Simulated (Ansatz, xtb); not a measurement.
## Two structures of CHF3Ge

Structure a is a singlet given by its coordinates and structure b is `[F][Ge][CH](F)F`, a singlet. Both are isolated molecules in the gas phase, relaxed with B3LYP-D3(BJ)/def2-SVP; the shapes shown needn't be the lowest conformers.

a (Å):

```
atom    x (Å)    y (Å)    z (Å)
   C   1.2029   0.5312  -0.2529
   F  -0.1740  -0.0324   2.3547
   F  -0.3813  -2.0221   0.5015
   F   1.4425   0.2586  -1.5210
  Ge  -0.2936  -0.2868   0.6333
   H   1.2868   1.6213  -0.0731
```

Close contacts (Å): C1–F4 1.32, C1–Ge5 1.92, F2–Ge5 1.74, F3–Ge5 1.74, C1–H6 1.11.

b (Å):

```yaml
atoms:
  - { symbol: C, position_ang: [-3.3188, 1.1283, 1.5262] }
  - { symbol: F, position_ang: [-1.0550, -0.1473, 2.5843] }
  - { symbol: F, position_ang: [-3.8755, 0.1050, 2.2134] }
  - { symbol: F, position_ang: [-3.3116, 2.2532, 2.3447] }
  - { symbol: Ge, position_ang: [-1.2743, 0.9787, 1.2502] }
  - { symbol: H, position_ang: [-3.9638, 1.3607, 0.6576] }
```

Quicker runs give these differences E(b) − E(a): GFN2-xTB −22.2 kcal/mol; HF/STO-3G −38.7 kcal/mol (at GFN2-xTB geometries); r2SCAN-D4/def2-SVP −11.8 kcal/mol (at GFN2-xTB geometries).

Question: Estimate E(b) − E(a) at the level CCSD(T)/def2-SVP + ΔMP2/def2-TZVPP.

Answer: Calculated at CCSD(T)/def2-SVP + ΔMP2/def2-TZVPP: E(b) − E(a) = −5.3 kcal/mol, so structure b lies lower.

Level by level:

| level | geometry | E(b) − E(a) (kcal/mol) | departure from the last row (kcal/mol) | job, with rough time for the two |
| --- | --- | --- | --- | --- |
| GFN2-xTB | GFN2-xTB | −22.2 | −16.9 | optimisation, 0.2 s |
| HF/STO-3G | GFN2-xTB | −38.7 | −33.5 | single point, 0.4 s |
| r2SCAN-D4/def2-SVP | GFN2-xTB | −11.8 | −6.5 | single point, 2.7 s |
| B3LYP-D3(BJ)/def2-SVP | B3LYP-D3(BJ)/def2-SVP | −13.2 | −7.9 | optimisation, 49 s |
| HF/def2-SVP | B3LYP-D3(BJ)/def2-SVP | −21.5 | −16.3 | part of the CCSD(T) run |
| MP2/def2-SVP | B3LYP-D3(BJ)/def2-SVP | −9.6 | −4.3 | part of the CCSD(T) run |
| CCSD(T)/def2-SVP | B3LYP-D3(BJ)/def2-SVP | −7.4 | −2.1 | single point |
| CCSD(T)/def2-SVP + ΔMP2/def2-TZVPP | B3LYP-D3(BJ)/def2-SVP | −5.3 |  | single point, 27 s |

The levels shown agree on the order. The largest departure from CCSD(T)/def2-SVP + ΔMP2/def2-TZVPP is that of HF/STO-3G, 33.5 kcal/mol. The last row adds to CCSD(T) the change of the MP2 difference between the two basis sets, here +2.1 kcal/mol.

With harmonic frequencies from B3LYP-D3(BJ)/def2-SVP (ideal gas, rigid rotor, one conformer each, 298.15 K, 1 atm): on the last row, ΔE + ΔZPE = −4.1 kcal/mol. A mode under 50 cm⁻¹ makes harmonic enthalpies and free energies unreliable, so none is given.

The correlated steps freeze 13 core orbitals; the filled d shell of Ge is correlated, in a basis made for valence electrons. Codes used: Ansatz 0.2.0, xtb 6.7.1; the last row on 1 thread of Intel(R) Xeon(R) 6975P-C (Granite Rapids) on a shared host.
